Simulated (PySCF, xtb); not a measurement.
CH4ClFOSi2, SMILES Cl[Si@@H]1[Si@@H](F)OC1.

Coordinates come from a B3LYP-D3(BJ)/def2-SVP optimisation. The structure was generated by enumeration; whether it is a known compound was not checked.

Method: C-PCM-B3LYP/def2-SVP in PySCF.

The values are the electrostatic part of the solvation free energy, E(continuum) − E(gas) at the gas-phase geometry, in a cavity of scaled van der Waals radii (PySCF's table); cavitation and dispersion terms are not included. In vacuum the orbital gap is 6.76 eV. The dipole moment in vacuum is 1.23 D.

**Question.** Estimate the values in water (ε = 78.36), ethanol (ε = 24.85), n-hexane (ε = 1.88). (An estimate is asked for; the answer gives what the named calculation found.)

**Answer.** 
```csv
solvent,ε,ΔG(elec) (kcal/mol),dipole (D),gap (eV)
water,78.36,-3.8,1.56,6.80
ethanol,24.85,-3.7,1.54,6.80
n-hexane,1.88,-1.7,1.36,6.78
```

For comparison, GFN2-xTB/ALPB(water) (xtb, at the GFN2-xTB geometry, all terms of that model) gives -0.8 kcal/mol.
